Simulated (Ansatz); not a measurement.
`C=N[Si](N)(O)F` + `C1CCC1` → `C=N[SiH](O)F` + `NC1CCC1`  (formal exchange of groups at the Si–N bond)

Computed with Ansatz on PBE0-D4/def2-TZVP structures; ΔE is electronic, products minus reactants. CCSD(T)/CBS adds triple-zeta CCSD(T) − MP2 to the extrapolated MP2 energy (def2 sets, frozen cores). Functionals use def2-TZVPP. B3LYP here is the variant with VWN-RPA as its local correlation; programs differ in this. Each species was taken in one conformer, which may not be the lowest.

Question: Is it downhill or uphill in electronic energy at CCSD(T)/CBS, and by how much? (An estimate is asked.)

Answer: The calculation gave: Uphill: ΔE = +1.34 eV.

Question: What do these levels give: PBE0-D4, ωB97X-V, ωB97M-V, B2PLYP, PBE, r2SCAN, B3LYP, HF/def2-TZVPP, CCSD/def2-TZVPP, HF/CBS(def2), MP2/CBS(def2), CCSD/CBS(def2)? (Estimate.)

Answer: Computed: PBE0-D4 1.31, ωB97X-V 1.31, ωB97M-V 1.35, B2PLYP 1.34, PBE 1.25, r2SCAN 1.36, B3LYP 1.33, HF/def2-TZVPP 1.38, CCSD/def2-TZVPP 1.35, HF/CBS(def2) 1.38, MP2/CBS(def2) 1.37, CCSD/CBS(def2) 1.36 eV.

Largest T1 diagnostic among the species: 0.013.

From PBE to PBE0 (25 % exact exchange), in def2-TZVPP and without D4, ΔE moves by +0.05 eV.
